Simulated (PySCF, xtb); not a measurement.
H4PSi, SMILES [SiH3][PH], multiplicity 2.

Harmonic wavenumbers (cm⁻¹) from GFN2-xTB (xtb) at its own minimum, in rising order: 120, 451, 468, 496, 710, 761, 778, 793, 2230, 2239, 2276, 2302.

What does PySCF with ωB97X-D3(BJ)/def2-TZVP give at its own minimum? (Estimate from the structure and the level; the computed values follow.)

191, 470, 494, 507, 786, 920, 955, 960, 2237, 2241, 2257, 2423. Paired by order, the mean absolute difference is 71 cm⁻¹ and the zero-point energies are 19.5 and 20.6 kcal/mol.
